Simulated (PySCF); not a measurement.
Compound: C7H9NOSi.
Numbering: `[CH2:1]=[CH:2][Si@H:3]1[CH:4]=[CH:5][C:6]([NH:7][CH:8]=[O:9])=[CH:10]1`

Structure used (GFN2-xTB), in Å, numbered top down from 1:
```xyz
19
C7H9NOSi angstrom
C      3.9556   -0.3562    0.1355
C      2.6939   -0.1448    0.4739
Si     1.2416   -0.3276   -0.7090
C     -0.0228   -1.6051   -0.1310
C     -1.1916   -1.0061    0.1118
C     -1.2216    0.4377   -0.1146
N     -2.3841    1.1863    0.0904
C     -3.6231    0.7658    0.4465
O     -3.9829   -0.3600    0.6703
C     -0.0725    1.0046   -0.5253
H      4.2323   -0.6360   -0.8680
H      4.7705   -0.2628    0.8374
H      2.4729    0.1337    1.4976
H      1.6747   -0.5171   -2.0967
H      0.1106   -2.6644    0.0054
H     -2.0834   -1.5047    0.4540
H     -2.2667    2.1766   -0.0777
H     -4.3167    1.6280    0.5144
H      0.0034    2.0613   -0.7224
```

NICS is the negative of the GIAO shielding at a point without a nucleus: at the ring centre (0) and 1 Å above and below it (1); zz is the component along the ring normal. Level: GIAO PBE0/pcSseg-1 (PySCF, non-relativistic, gas phase) on the GFN2-xTB geometry, one conformer.

Ring bond lengths (Å), with Mayer bond orders in brackets: Si3–C4 1.888 (0.87), C4–C5 1.336 (1.84), C5–C6 1.462 (1.07), C6–C10 1.346 (1.76), C10–Si3 1.880 (0.87).

Q: What do the NICS probes read (ppm)?

A: 
| ring | type | NICS(0) | NICS(1), two faces | NICS(1)zz, two faces | rms pucker (Å) | centre to ring atoms, mean (Å) |
| --- | --- | --- | --- | --- | --- | --- |
| Si3–C4–C5–C6–C10 | 5-membered ring with Si; formal bonds 2 double, 3 single | 0.2 | -1.4 / -1.7 | 2.1 / 1.8 | 0.01 | 1.34 |

Q: What can be read from them?

A: 
- Si3–C4–C5–C6–C10: mean NICS(1)zz 1.9 ppm, near zero. Si3 has four or more neighbours, and the NICS criterion for π rings isn't applied.

Q: What field does 1 T along the ring normal induce along that normal at the first NICS(1) probe listed for ring Si3–C4–C5–C6–C10, 1 Å off the ring?

A: NICSzz × B0 = 2.1 ppm × 1 T = 2 μT, along the applied field.
